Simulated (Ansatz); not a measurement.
Consider the homolysis of the C–O bond: `CBCO` → `[CH2]BC`• + `[OH]`•.

Program: Ansatz. Geometries: PBE0-D4/def2-TZVP. ΔE: electronic, gas phase. CBS: MP2 limit from def2 TZ/QZ plus the TZ coupled-cluster correction, frozen cores. This one scheme is used for every species. Functionals use def2-TZVPP. B3LYP here is the variant with VWN-RPA as its local correlation; programs differ in this. HSE06 is defined as in plane-wave codes. Open shells (•) are unrestricted, without spin–orbit coupling. Each species was taken in one conformer, which may not be the lowest.

`CBCO`:

Cartesian coordinates in Å:
```
C 0.792 0.140 -1.391
B 0.124 -0.468 -0.125
C -0.591 0.414 0.935
O -1.172 -0.215 2.061
H 0.363 -0.315 -2.292
H 0.718 1.226 -1.480
H 1.853 -0.140 -1.417
H 0.161 -1.663 0.043
H -1.361 1.004 0.408
H 0.133 1.175 1.275
H -1.018 -1.158 1.982
```

`[CH2]BC`•:

```xyz
9

C    -1.281    0.286    0.777
B     0.210    0.032    0.542
C     0.814   -0.227   -0.874
H    -2.011    0.296   -0.030
H    -1.708    0.471    1.759
H     0.945    0.035    1.494
H     0.094   -0.222   -1.695
H     1.590    0.518   -1.089
H     1.346   -1.187   -0.885
```

`[OH]`•:

```xyz
2

O     0.010   -0.401   -0.275
H    -0.010    0.401    0.275
```

What is ΔE at CCSD(T)/CBS? (Best estimate.)

Ansatz gave: +371.0 kJ/mol.

What do these levels give: LDA (SPW92), r2SCAN0-D4, BHLYP-D4, ωB97M-V, PBE, revPBE, r2SCAN, B3LYP, r2SCAN0, HSE06, MP2/def2-TZVPP, CCSD/def2-TZVPP? (Estimate.)

The calculation gave: LDA (SPW92) 477.8, r2SCAN0-D4 335.4, BHLYP-D4 325.5, ωB97M-V 369.7, PBE 377.6, revPBE 347.6, r2SCAN 347.1, B3LYP 345.4, r2SCAN0 334.2, HSE06 360.0, MP2/def2-TZVPP 387.9, CCSD/def2-TZVPP 343.4 kJ/mol.

What do rigid-rotor, harmonic-oscillator terms from PBE0-D4/def2-TZVP frequencies (298.15 K, 1 bar) make of the CCSD(T)/CBS value? (An estimate is asked.)

The calculation gave: ΔZPE = -23.6 kJ/mol, ΔH = +352.8 kJ/mol, ΔS = 156 J/(mol·K), ΔG = +306.4 kJ/mol. Open shells count their whole term as degenerate.

Largest T1 diagnostic among the species: 0.011.

The D4 term adds +5.7 kJ/mol with B3LYP and +3.1 kJ/mol with PBE0; it sums over pairs of atoms, weighted by their polarisabilities, and B3LYP, whose exchange is more repulsive, gets the larger term. From r2SCAN to r2SCAN0 (25 % exact exchange), in def2-TZVPP and without D4, ΔE moves by −12.9 kJ/mol: exact exchange takes away binding that semilocal exchange gives to molecules.
